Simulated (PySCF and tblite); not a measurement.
Results of a calculation; reference values are marked as such.
System: C₅H₇FO₄, numbered as in [CH3:1][O:2][C:3](=[O:4])/[C:5]([F:6])=[C:7](\[OH:8])[O:9][CH3:10].

The path came from a restrained scan, a climbing-image band and a saddle search at GFN2-xTB; energies are PBE0/pcSseg-1 + D3(BJ)//GFN2-xTB, thermal terms GFN2-xTB. Rates follow Eyring's equation with the number of equivalent paths and no tunnelling. (PySCF 2.14 with density fitting, tblite 0.8.)

Estimate the barrier and the room-temperature rate of the rotation about the C3–C5 bond (torsion O2–C3–C5–F6 from 0° to 180°, rising).

The electronic barrier is 26.2 kcal/mol and ΔG‡(298 K) 25.8 kcal/mol, over a C1 saddle with an imaginary mode of 97i cm⁻¹ (GFN2-xTB). With 2 equivalent paths, k is 1.6×10⁻⁶ s⁻¹, a mean lifetime of the start of 7.3 days against this motion. The end lies 6.2 kcal/mol above the start in free energy.
